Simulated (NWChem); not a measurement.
System: HTeSF; SMILES F[Te]S

```xyz
4

Te     0.3402     0.4025    -0.0066
F     -1.4221     1.3013    -0.0108
S     -0.2800    -1.9081    -0.0533
H     -0.4133    -2.1115     1.2937
```
Atoms are numbered in this order, from 1.

Geometry: optimised at PBE-D3(BJ)/def2-SVP. def2 effective core potentials on Te; no spin-orbit coupling.

Task: List the 4 lowest vertical singlet excitations and the 4 lowest triplet ones from PBE0/def2-SVP with def2 effective core potentials on Te, full TDDFT (NWChem).

Result: 
```csv
state,energy (eV),oscillator strength,leading excitation (squared amplitude)
S1,2.88,0.000,HOMO → LUMO (0.98)
S2,3.40,0.001,HOMO → LUMO+1 (0.98)
S3,4.86,0.004,HOMO−1 → LUMO+1 (0.88)
S4,5.03,0.015,HOMO−1 → LUMO (0.77)
T1,1.96,spin-forbidden,HOMO → LUMO (1.01)
T2,2.62,spin-forbidden,HOMO → LUMO+1 (1.00)
T3,4.09,spin-forbidden,HOMO−1 → LUMO+1 (0.62)
T4,4.26,spin-forbidden,HOMO−1 → LUMO (0.60)
```
